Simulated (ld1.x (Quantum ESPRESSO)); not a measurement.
**u(r) = r·R(r): atom against pseudo-atom (W (Z = 74))**

Columns: radius, all-electron u(r) and pseudo u(r) of the 5d shell (level -11.73 eV) of tungsten in the configuration [Kr] 4d10 4f14 5s2 5p6 5d4 6s1 6p0; PBE, scalar-relativistic, PAW scheme, ld1.x (Quantum ESPRESSO) 7.5.

```tsv
r (bohr)	all-electron	pseudo
0.118	0.2217	0.0012
0.235	-0.0787	0.0091
0.353	-0.3244	0.0296
0.470	-0.2816	0.0663
0.588	-0.0860	0.1213
0.705	0.1401	0.1923
0.822	0.3422	0.2762
0.940	0.5031	0.3681
1.058	0.6194	0.4605
1.175	0.6959	0.5455
1.292	0.7409	0.6179
1.410	0.7617	0.6735
1.528	0.7641	0.7089
1.645	0.7533	0.7240
1.763	0.7330	0.7210
1.880	0.7067	0.7037
1.998	0.6760	0.6763
2.115	0.6431	0.6437
2.232	0.6090	0.6091
2.350	0.5742	0.5742
2.468	0.5396	0.5396
2.585	0.5060	0.5060
2.702	0.4733	0.4733
2.820	0.4416	0.4416
2.938	0.4111	0.4111
3.055	0.3823	0.3823
```

Problem. How many radial nodes do the two functions have?

Solution. The all-electron 5d function has n − l − 1 = 2; the pseudo-wave has 0, since the states of the same l below it are removed with the core.

Problem. At about which radius was the pseudo-wave matched?

Solution. 2.35 bohr. The columns agree to 0.0005 from 2.23 bohr on; several derivatives are matched, so the curves merge somewhat inside the radius.

Problem. Is the pseudo-wave norm-conserving?

Solution. No, it belongs to a PAW set: the norm inside the radius is not constrained, and the difference is carried by the augmentation charge.
